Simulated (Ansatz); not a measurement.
Zn₂Br₃ (the lowest doublet isomer of a short search), 5 atoms. Hardware: 4 threads of Arm Neoverse V1 on a shared host.

Correlated methods freeze 45 core orbitals; core or outer-core shells of Br are correlated, in sets that lack core-valence functions.

Question: How many basis functions does each of these Ansatz runs have, and roughly what does it cost? PBE0-D4/def2-SVP, charge 0 doublet, energy, from earlier orbitals; PBE-QIDH/def2-TZVP, charge 0 doublet, energy, from earlier orbitals; PBE-D4/def2-SVP, charge 0 doublet, relaxation, 5 steps; PBE0-D4/def2-SVP, charge 0 doublet, energy with a search over starts; PBE-D4/def2-SVP, charge 0 doublet, energy, from earlier orbitals; PBE-D4/def2-TZVP, charge 0 doublet, energy and forces, from earlier orbitals; HF/STO-3G, charge 0 doublet, energy; RPA@PBE/def2-TZVP, charge 0 doublet, energy, from earlier orbitals; MP2/def2-TZVP, charge 0 doublet, energy, from earlier orbitals; r2SCAN-D4/def2-TZVP, charge 0 doublet, energy, from earlier orbitals; PBE0-D4/def2-TZVP, charge 0 doublet, energy, from earlier orbitals; LDA (SPW92)/def2-TZVP, charge 0 doublet, energy, from earlier orbitals.

Answer: Other jobs shared the machine, so times can vary by a factor of up to 3. A dash marks memory too small to be measured apart from the calling script's.

| run | functions | fitting or Cholesky vectors | wall time | peak host memory (GiB) |
| --- | --- | --- | --- | --- |
| PBE-D4/def2-SVP, charge 0 doublet, energy, from earlier orbitals | 158 | 1751 | 3.8 s | – |
| LDA (SPW92)/def2-TZVP, charge 0 doublet, energy, from earlier orbitals | 240 | 2048 | 4 s | – |
| PBE0-D4/def2-SVP, charge 0 doublet, energy, from earlier orbitals | 158 | 1502 | 8.5 s | 0.77 |
| PBE-D4/def2-TZVP, charge 0 doublet, energy and forces, from earlier orbitals | 240 | 2048 | 9 s | – |
| PBE0-D4/def2-SVP, charge 0 doublet, energy with a search over starts | 158 | 1502 | 14 s | 0.77 |
| RPA@PBE/def2-TZVP, charge 0 doublet, energy, from earlier orbitals | 240 | 1787 | 15 s | 0.85 |
| PBE-D4/def2-SVP, charge 0 doublet, relaxation, 5 steps | 158 | 1751 | 16 s | – |
| MP2/def2-TZVP, charge 0 doublet, energy, from earlier orbitals | 240 | 1787 | 18 s | 1.3 |
| PBE0-D4/def2-TZVP, charge 0 doublet, energy, from earlier orbitals | 240 | 1787 | 18 s | 1.3 |
| r2SCAN-D4/def2-TZVP, charge 0 doublet, energy, from earlier orbitals | 240 | 2048 | 18 s | 0.63 |
| HF/STO-3G, charge 0 doublet, energy | 90 | 857 | 19 s | 0.86 |
| PBE-QIDH/def2-TZVP, charge 0 doublet, energy, from earlier orbitals | 240 | 1787 | 28 s | 1.3 |
